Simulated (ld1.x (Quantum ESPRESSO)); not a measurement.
## Configuration tests for C (ultrasoft)

| Quantity | Value |
| --- | --- |
| Element | C |
| Generator | ld1.x (Quantum ESPRESSO) 7.5 |
| Type | ultrasoft |
| Functional | LDA (PZ) |
| Relativity | scalar-relativistic |
| Frozen core | [He] |
| Valence charge | 4 |
| Reference configuration | 2s2 2p2 |
| Partial waves | 2s (bound): rcut 1.40, rcutus 1.50 bohr; 2s channel at 1 Ry: rcut 1.40, rcutus 1.50 bohr; 2p (bound): rcut 1.60, rcutus 2.20 bohr; 2p channel at 0.45 Ry: rcut 1.60, rcutus 2.20 bohr |
| Local potential | all-electron potential smoothed inside 1.50 bohr (lloc = -2) |
| Core correction | a·sin(br)/r model core inside 0.70 bohr |
| Augmentation charge | PSQ, inside the norm-conserving radii |

Energies are relative to the spin-unpolarised reference configuration 2s2 2p2; without spin polarisation the order of configurations can differ from experiment. Spin-polarised rows fill each open shell by Hund’s rule, majority spin first.

**Question.** Give the all-electron excitation energy and the error of the potential for: 2s2 2p1; 2s2 2p0; 2s1 2p0; 2s1 2p3; 2s0 2p4; 2s2 2p2.3; 2s1 2p2; 2s2 2p2 (spin-polarised); 2s2 2p1 (spin-polarised).

**Answer.**

| valence configuration | charge | ΔE all-electron (eV) | error AE − PS (meV) |
| --- | --- | --- | --- |
| 2s2 2p1 | +1 | 10.988 | +1.5 |
| 2s2 2p0 | +2 | 35.247 | +42 |
| 2s1 2p0 | +3 | 83.217 | +101 |
| 2s1 2p3 | 0 | 8.242 | +3.6 |
| 2s0 2p4 | 0 | 16.517 | +15 |
| 2s2 2p2.3 | -0.3 | -1.199 | +0.2 |
| 2s1 2p2 | +1 | 19.482 | -7.2 |
| 2s2 2p2 (spin-polarised) | 0 | -1.128 | +33 |
| 2s2 2p1 (spin-polarised) | +1 | 10.591 | +15 |

Levels in the configuration 2s2 2p2 (spin-polarised):

```csv
level,all-electron (eV),pseudo (eV)
2s up,-14.419,-14.449
2p up,-6.142,-6.157
2s down,-11.948,-11.879
```
